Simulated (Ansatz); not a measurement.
`BB` + `N[SiH2]F` → `BN[SiH2]F` + BH₃ at 400 K and 1 bar (cleavage of the B–B bond).

Program: Ansatz. Geometries: PBE0-D4/def2-TZVP. ΔE: electronic, gas phase. CBS: MP2 limit from def2 TZ/QZ plus the TZ coupled-cluster correction, frozen cores. This one scheme is used for every species. One conformer a species, not always the lowest.

| species | CCSD(T)/CBS energy (Eh) | H − E (kJ/mol) | S (J/(mol·K)) |
| --- | --- | --- | --- |
| `BB` | -51.92346 | 119.9 | 250.5 |
| `N[SiH2]F` | -446.07709 | 143.8 | 304.9 |
| `BN[SiH2]F` | -471.49877 | 182.0 | 339.2 |
| BH₃ | -26.55200 | 82.6 | 199.4 |

H − E and S are ideal-gas, rigid-rotor, harmonic terms from PBE0-D4/def2-TZVP, for one conformer and one mirror image of each species. 1 Eh = 2625.50 kJ/mol, R = 8.31446 J/(mol·K).

Task: By hand: ΔE, ΔH, ΔS and ΔG.

Result: ΔE = (-471.49877) + (-26.55200) − (-51.92346) − (-446.07709) = -0.05022 Eh = -131.9 kJ/mol. Δ(H − E) = 182.0 + 82.6 − 119.9 − 143.8 = 0.9, so ΔH = -131.0 kJ/mol. ΔS = 339.2 + 199.4 − 250.5 − 304.9 = -16.8 J/(mol·K). ΔG = -131.0 − 400 × (-16.8)/1000 = -124.3 kJ/mol.

Task: By hand: the equilibrium constant, and the temperature at which ΔG would vanish if ΔH and ΔS stayed fixed.

Result: log₁₀ K = −ΔG/(RT ln 10) = 16.2. ΔG = 0 at ΔH/ΔS = 7798 K, far beyond where these terms or the molecules hold.

ΔH outweighs TΔS. A doubt of 5 kJ/mol in ΔE shifts log₁₀ K by 0.7 here. Other conformers and mirror images would add mixing entropy, several J/(mol·K) or more a flexible species. These are equilibria of isolated gas molecules and say nothing of rates. Largest T1 diagnostic: 0.012 (customary marks: 0.02 for closed shells, 0.045 for open ones).
